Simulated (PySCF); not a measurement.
**Dipole response of Zn⁺ (zinc, charge +1)**

[Ar] 3d10 4s1, 2S determinant. All numbers are calculated (PySCF 2.14, no relativity, point nucleus, in def2-TZVPPD). Coupled (time-dependent) response in atomic units; α is the mean over directions.

```csv
method,mean α (bohr³),C₆ (like pair),S(−4)
UHF,25.31,106.1,624.0
PBE,17.57,66.56,271.8
PBE0,19.04,73.47,329.6
wB97M-V,22.53,91.23,485.7
TPSS,18.77,72.99,310.2
```

S(−4) is the Cauchy moment in α(ω) = α(0) + S(−4) ω² + …

α(iu) at UHF:

```
u (hartree)  α(iu) (bohr³)
          0          25.31
     0.0500          23.85
      0.100          20.38
      0.200          13.20
      0.300          8.675
      0.500          4.602
      0.750          2.736
       1.00          1.923
       1.50          1.227
       2.00         0.9258
       3.00         0.6384
       5.00         0.3770
```

A single London oscillator, α(iu) = α/(1 + u²/ω²), gives C₆ = (3/4) ω α². Matching the computed C₆ needs ω = 4 × 106.1 / (3 × 25.31²) = 0.221 hartree.

For an ion, C₆ is the dispersion term alone; charge-induced terms of lower order in 1/R come first.
